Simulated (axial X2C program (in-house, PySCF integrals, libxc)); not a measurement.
**Spin–orbit effects down a group: molecules with Ti, PBE0**

Calculated with an in-house all-electron X2C program for linear molecules (integrals from PySCF), spin-free (one-electron X2C) or two-component (2c: spin–orbit coupling with atomic mean-field Coulomb and Gaunt terms, which also bring small scalar terms), in Dyall basis sets with cores contracted in-house; open shells are unrestricted.

Basis sets: Be dyall-cv3z, Ca dyall-cv3z, Mg dyall-cv3z, Ti dyall-cv3z.

| molecule | spin-free state | Re (Å) | ωe (cm⁻¹) | De (eV) | 2c state | Re 2c (Å) | ωe 2c (cm⁻¹) | De 2c (eV) |
| --- | --- | --- | --- | --- | --- | --- | --- | --- |
| BeTi | M_S = 2, Λ = 2 | 2.462 | 353.9 | n/a | Ω = 4 | 2.463 | 353.2 | n/a |
| MgTi | M_S = 2, Λ = 2 | 2.954 | 168.3 | n/a | Ω = 4 | 2.956 | 167.9 | n/a |
| CaTi | M_S = 2, Λ = 2 | 3.184 | 141.2 | n/a | Ω = 4 | 3.185 | 141.0 | n/a |

Work out the shifts from the spin-free to the two-component result.



| molecule | 2c state | ΔRe (Å) | Δωe (cm⁻¹) | ΔDe (eV) |
| --- | --- | --- | --- | --- |
| BeTi | Ω = 4 | 0.001 | -0.7 | n/a |
| MgTi | Ω = 4 | 0.002 | -0.4 | n/a |
| CaTi | Ω = 4 | 0.001 | -0.2 | n/a |

Shifts of one unit in the last digit are rounding.

Each entry is the lowest single determinant of a limited PBE0 search at one distance. De goes to single-determinant-based atoms at the same level (for ions the charge split of lowest energy) and is withheld (n/a) where an atom does not fit its ground term or J level. Main or longest-lived isotopes. One determinant is a doubtful description, or other states lie close, for BeTi, MgTi, CaTi; these need not be ground states, and all values refer to the states named. Some open-shell Ω = 0 determinants are out of reach, so the Ω given for BeTi, MgTi, CaTi need not be the lowest component. With several unpaired electrons the Ω given is that of one determinant, not necessarily of the lowest component. The functionals have no current term, which raises determinants with orbital currents.
